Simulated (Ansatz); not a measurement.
All numbers were calculated with Ansatz.

A structure relaxed at PBE0-D4/def2-TZVP, charge 0, multiplicity 1:

```xyz
9

N    -1.4226    0.8838    0.1375
Sn   -0.0325   -0.4365   -0.5025
N     1.4834   -0.0807    0.7861
H    -1.1510    1.8507    0.0161
H    -2.3396    0.7610   -0.2709
H     0.6295   -0.1614   -2.0599
H    -0.7893   -1.9711   -0.3941
H     1.2651   -0.3179    1.7450
H     2.3570   -0.5280    0.5426
```

(1) Give its formula and SMILES.

(2) Point group (tolerance 0.08 Å, 0.16 Å for H)?

(3) Summarise the bond lengths by kind.

Answers

(1) H6N2Sn, `[NH2][SnH2][NH2]`.

(2) C2.

(3) 2 × N–Sn 2.021 Å; 4 × H–N 1.011 to 1.012 Å; 2 × H–Sn 1.714 Å.
